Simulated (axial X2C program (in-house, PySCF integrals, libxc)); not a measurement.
**What spin–orbit coupling does to RbTl⁻**

Calculated with an in-house relativistic program for diatomic molecules. Spin-free means the one-electron spin-free X2C Hamiltonian; two-component (2c) means X2C with spin–orbit coupling and atomic mean-field two-electron Coulomb and Gaunt terms, so the difference of the two also holds small scalar two-electron terms. Basis: Tl dyall-av2z [11s13p10d5f], Rb dyall-av2z [11s12p6d] (cores contracted in-house); Gaussian nuclei, density fitting, unrestricted open shells. Masses: Tl 204.974 u, Rb 84.912 u.

Spin-free state: M_S = 3/2, Λ = 0 (beyond evenly filled blocks: σα, π+α, π-α); fragments Tl + Rb- for PBE0, MP2, TPSS; Tl- + Rb for HF, LDA.

```json
{"level": "PBE0", "Re (Å)": "3.501", "ωe (cm⁻¹)": "64.6", "μ (D)": "-1.36"}
{"level": "HF", "Re (Å)": "3.727", "ωe (cm⁻¹)": "50.9", "μ (D)": "-4.44"}
{"level": "MP2", "Re (Å)": "3.525", "ωe (cm⁻¹)": "61.2", "μ (D)": "n/a"}
{"level": "LDA", "Re (Å)": "3.359", "ωe (cm⁻¹)": "75.2", "μ (D)": "-0.05"}
{"level": "TPSS", "Re (Å)": "3.515", "ωe (cm⁻¹)": "63.9", "μ (D)": "-1.48"}
```

Correlated methods: 23 electrons correlated (number of frozen shells: Tl 5 s, 4 p, 2 d, 1 f; Rb 3 s, 2 p, 1 d), 205 virtual spin orbitals or spinors in MP2.

Dipoles are positive if Rb is the positive end and refer to the centre of mass.

Two-component determinant lowest at the distance of the search:

Ω = 3/2 (⟨Sz⟩ = 1.22, ⟨Lz⟩ = 0.28 at HF); fragments Tl + Rb-.

```
level  Re (Å)  ωe (cm⁻¹)  μ (D)
 PBE0   3.605       57.9  -2.64
   HF   3.855       46.6  -4.70
  MP2   3.619       55.3    n/a
  LDA   3.464       67.8  -1.96
 TPSS   3.601       58.8  -3.30
```

(1) From the two tables, how do the constants change at the MP2 level (2c against spin-free)?

The state is one determinant whose occupation by symmetry is held fixed; it was picked as the lowest of a PBE0 search that is not exhaustive. De is not given where an atomic determinant may have missed its ground term or J level, or where the truncated virtual space spoils (T). Density functionals use the spin component along the axis (collinear). Other states lie close and PBE0, whose exact exchange favours high spin, may order them wrongly; the determinant shown need not be the ground state. The nearest other spin-free determinant of the search, M_S = 3/2, Λ = 1, lies 0.10 eV up at the distance of the search. Without a current term, density functionals place determinants with orbital angular momentum somewhat too high. The spin of this state cannot come from the lowest atoms; the curve heads to a higher limit, and no De is given. With several unpaired electrons one determinant need not be a pure state. At some level and bond length an empty orbital lies below a filled one. The highest occupied level of some functionals is positive through self-interaction error; at Hartree–Fock it is bound. This is the top spin component of a Σ state; components of lower Ω are not single determinants and can lie lower.

Results:

(1) At the MP2 level Re goes up by 0.094 Å and ωe falls by 5.9 cm⁻¹.
